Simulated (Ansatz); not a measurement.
Relaxation of F$_{4}$GeH$_{2}$ (7 atoms, charge 0, multiplicity 1), to a largest force component of 0.03 eV/Å in at most 50 steps.

The calculation used RKS BLYP-D4/def2-SVP (Ansatz 0.2.0).

```xyz
7
Properties=species:S:1:pos:R:3
Ge -0.626 -0.003 -0.487
H 1.360 0.042 1.514
F -1.424 -1.450 -0.987
F -1.315 1.384 -1.249
F -0.881 0.167 1.215
H 1.848 -0.027 1.011
F 1.038 -0.113 -1.018
```

Task: Where does it end, and by what steps?

Result: It converged. The force dipped under the threshold on the way, but the program's further checks kept it going. After 7 steps the energy has fallen by 0.209 eV; H2 moved furthest, 0.55 Å.

| step | energy less start (eV) | largest force component (eV/Å) | accepted |
| --- | --- | --- | --- |
| 0 | 0.0000 | 1.973 | yes |
| 1 | -0.1544 | 0.304 | yes |
| 2 | -0.1937 | 0.148 | yes |
| 3 | -0.2063 | 0.055 | yes |
| 4 | -0.2080 | 0.048 | yes |
| 5 | -0.2088 | 0.037 | yes |
| 6 | -0.2090 | 0.029 | yes |
| 7 | -0.2090 | 0.002 | yes |

```xyz
7
Properties=species:S:1:pos:R:3
Ge -0.784 0.001 -0.634
H 1.749 0.034 1.904
F -1.592 -1.444 -1.124
F -1.512 1.363 -1.406
F -0.923 0.177 1.078
H 2.186 -0.037 1.279
F 0.877 -0.092 -1.098
```

Whether the end is a true minimum wasn't checked by a vibrational analysis.

The run took 7.3 s on 2 threads of Intel(R) Xeon(R) 6975P-C (Granite Rapids) (shared host), peak memory 0.16 GiB.
